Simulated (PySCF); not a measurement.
A species of formula C5H4F4 has this rotational fingerprint, computed with PBE0-D3(BJ)/def2-SVP geometry optimisation, gas phase (PySCF):

* Rotational constants: A = 2713, B = 984.8, C = 863.2 MHz
* Dipole components: |μa| = 3.36 D, |μb| = 0.66 D, |μc| = 0.29 D
* Inertial defect: -113.92 u·Å²
* κ: -0.87

Question: Which structure is it? (One computed conformer of each.)
A. `CC=C=C(F)C(F)(F)F`
B. `FC1=C(C(F)(F)F)CC1`

Answer: A. It is CC=C=C(F)C(F)(F)F, an asymmetric top, point group C1. The candidates at the same level (rigid rotor, commonest isotopes):

```tsv
SMILES	A (MHz)	B (MHz)	C (MHz)	μa (D)	μb (D)	μc (D)	Δ (u·Å²)	point group	rotor
FC1=C(C(F)(F)F)CC1	2572	1272	1012	2.46	1.72	0.00	-94.21	Cs	asymmetric top
CC=C=C(F)C(F)(F)F	2713	984.8	863.2	3.36	0.66	0.29	-113.92	C1	asymmetric top
```

`FC1=C(C(F)(F)F)CC1` has B 29 % too high. No structure here is proved a minimum.

The values belong to the conformer `[CH3:1][CH:2]=[C:3]=[C:4]([F:5])[C:6]([F:7])([F:8])[F:9]`: C3–C4–C6–F7 -1°.
